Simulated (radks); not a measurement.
The numbers below are computed, except where a source is named.
All-electron atom: Mg3+ in [He] 2s2 2p5 (the NIST ground configuration).

Code: a radial shooting solver on a logarithmic mesh with Libxc functionals. Model: scalar-relativistic Kohn-Sham, PBEsol, spin-polarised, spherical densities, point nucleus; open shells are filled with parallel spins first.

Energy parts (hartree):
| part | energy |
|---|---|
| total | -196.05262 |
| kinetic | 196.30276 |
| electron-nucleus | -454.52269 |
| Hartree | 76.75314 |
| exchange-correlation | -14.58583 |

Orbitals (lengths in bohr, moments of r in powers of bohr):
1s up: occ. 1; eigenvalue (hartree) -48.31099; <r> 0.1308; <1/r> 11.61; <r^4> 0.001381
1s down: occ. 1; eigenvalue (hartree) -48.26232; <r> 0.1307; <1/r> 11.62; <r^4> 0.001375
2s up: occ. 1; eigenvalue (hartree) -4.77357; <r> 0.6705; <1/r> 2.180; <r^4> 0.5294
2s down: occ. 1; eigenvalue (hartree) -4.67800; <r> 0.6746; <1/r> 2.165; <r^4> 0.5454
2p up: occ. 3; eigenvalue (hartree) -3.57806; <r> 0.6385; <1/r> 2.067; <r^4> 0.5772
2p down: occ. 2; eigenvalue (hartree) -3.47410; <r> 0.6455; <1/r> 2.050; <r^4> 0.6090

The highest occupied level is 2p down at -94.535 eV. Summed over all electrons, <r^2> = 3.715 bohr^2, which gives a Langevin (diamagnetic) susceptibility term of -2.94 x 10^-6 cm^3/mol. Spin moment in Bohr magnetons: 1. For comparison, the ionisation energy in NIST's Atomic Spectra Database is 109.27 eV (semi-empirical). In exact Kohn-Sham theory the highest level is minus the ionisation energy, but local and semilocal functionals leave it too shallow, through self-interaction and a potential that decays too fast; potentials with the right tail come closer.
